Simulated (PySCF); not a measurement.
**Nuclear quadrupole coupling in `C/C=C\C=C/S[SiH3]`**

C5H10SSi.
SMILES with atom numbers: `[CH3:1]/[CH:2]=[CH:3]\[CH:4]=[CH:5]/[S:6][SiH3:7]` (hydrogens: H8, H9, H10 on C1; H11 on C2; H12 on C3; H13 on C4; H14 on C5; H15, H16, H17 on Si7)

Structure used (GFN2-xTB), in Å, numbered top down from 1:
```
atom  x, y, z in Å
C1    -3.3457    0.2415   -0.4317
C2    -2.1536    0.1742   -1.3252
C3    -0.8692    0.1283   -0.9623
C4    -0.3568    0.1344    0.3819
C5     0.9422    0.0871    0.6953
S6     2.2437    0.0093   -0.4871
Si7    3.9577   -0.0351    0.8071
H8    -3.0755    0.2541    0.6192
H9    -3.9934   -0.6165   -0.6141
H10   -3.9236    1.1391   -0.6534
H11   -2.3894    0.1620   -2.3818
H12   -0.1093    0.0814   -1.7313
H13   -1.0623    0.1800    1.2000
H14    1.2700    0.0943    1.7231
H15    3.8474   -1.2130    1.6614
H16    3.9440    1.1804    1.6145
H17    5.0668   -0.0984   -0.1255
```

Field gradients from the PBE0/pcSseg-1 density (PySCF, non-relativistic), principal values in atomic units, ordered |Vxx| ≤ |Vyy| ≤ |Vzz|:

| atom | Vxx | Vyy | Vzz |
| --- | --- | --- | --- |
| S6 | -0.0146 | -1.9252 | 1.9398 |

Question: Find the asymmetry η = (Vxx − Vyy)/Vzz and the couplings χ = eQV/h (234.96 MHz × Q in barn × V in au), with Q(33S) = −0.0678 b.

Answer: 
```csv
atom,environment,nucleus,η,χzz (MHz),χxx (MHz),χyy (MHz)
S6,sulfur bonded to C and Si,33S,0.98,-30.90,0.23,30.67
```

At S6 η is above 0.9: Vyy and Vzz are nearly equal in size and opposite in sign, so a small change could swap them and flip the sign of χzz. 

Question: What is Vzz at S6 in SI units (1 au = 9.71736 × 10²¹ V/m²)?

Answer: 1.9398 au = 18.850 × 10²¹ V/m².

Question: And the gradient at the other heavy atoms, for which no coupling is worked out here?

Answer: 
| atom | environment | Vzz (au) | η |
| --- | --- | --- | --- |
| C1 | allylic carbon | 0.043 | 0.72 |
| C2 | alkene CH carbon | 0.308 | 0.49 |
| C3 | alkene CH carbon | 0.274 | 0.49 |
| C4 | alkene CH carbon | 0.254 | 0.28 |
| C5 | alkene CH carbon | -0.289 | 0.09 |
| Si7 | SiH3 silicon | 0.596 | 0.09 |

Question: What couplings would deuterons (Q(2H) = 0.00286 b) have in place of the hydrogens, at this geometry?

Answer: 
| atom | bonded to | bond length (Å) | Vzz (au) | η | χzz (kHz) |
| --- | --- | --- | --- | --- | --- |
| H8 | C1 | 1.085 | 0.3197 | 0.03 | 215 |
| H9 | C1 | 1.090 | 0.3102 | 0.02 | 208 |
| H10 | C1 | 1.090 | 0.3103 | 0.02 | 208 |
| H11 | C2 | 1.083 | 0.3230 | 0.06 | 217 |
| H12 | C3 | 1.082 | 0.3191 | 0.10 | 214 |
| H13 | C4 | 1.081 | 0.3269 | 0.09 | 220 |
| H14 | C5 | 1.079 | 0.3290 | 0.11 | 221 |
| H15 | Si7 | 1.459 | 0.1638 | 0.02 | 110 |
| H16 | Si7 | 1.459 | 0.1637 | 0.02 | 110 |
| H17 | Si7 | 1.450 | 0.1706 | 0.02 | 115 |

Geometry: GFN2-xTB, one conformer, isolated molecule. GFN2-xTB bond lengths can be off by several hundredths of an ångström, more for odd bonds, and the gradients follow them. With a basis this small, the couplings can be 20 % off.

The run behind these numbers computed NMR shieldings as well. The run took 85 s wall on Intel Xeon at 2.50 GHz, one thread, shared host, and the process peaked at 0.82 GiB of memory.
